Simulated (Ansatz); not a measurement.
This geometry of AlFH6O2Si (11 atoms, charge 0, multiplicity 1) is a first-order saddle point.

These are results of RKS PBE-D4/6-31G* (Ansatz 0.2.0), not measurements.

```xyz
11
Properties=species:S:1:pos:R:3
Al -0.007 0.561 0.062
O 0.080 0.284 1.944
Si -1.483 -0.434 2.506
H -1.681 -1.906 2.326
H -1.021 -0.353 3.956
H -2.722 0.404 2.541
H 1.109 -0.236 -0.745
O -1.562 -0.267 0.437
H -2.289 -0.620 -0.098
F -0.132 2.205 -0.246
H 0.651 0.650 2.644
```

Task: Which two structures does it join? (They come from a converged band through this point; their orientation in space is the band's.)

Result: No bond is made or broken.

Image 0:

```xyz
11
Properties=species:S:1:pos:R:3
Al -0.019 0.474 0.043
O 0.064 0.326 1.936
Si -1.448 -0.465 2.512
H -1.526 -1.949 2.377
H -1.040 -0.274 3.968
H -2.737 0.299 2.458
H 1.191 -0.287 -0.651
O -1.555 -0.438 0.385
H -2.395 -0.047 0.079
F -0.308 2.066 -0.403
H 0.712 0.582 2.620
```

Image 6:

```xyz
11
Properties=species:S:1:pos:R:3
Al -0.078 0.588 0.054
O 0.058 0.335 1.933
Si -1.490 -0.382 2.521
H -1.736 -1.836 2.250
H -0.971 -0.419 3.952
H -2.682 0.509 2.629
H 0.930 -0.319 -0.784
O -1.704 -0.132 0.426
H -1.967 -0.953 -0.029
F -0.086 2.234 -0.248
H 0.667 0.664 2.621
```

Task: How far does it lie above each of them?

Result: 0.058 eV above the first and 0.038 eV above the second. This is the barrier of this one path; another mechanism may lie lower.

The run took 5.2 min on 2 threads of Arm Neoverse V2 (shared host), peak memory 0.14 GiB.
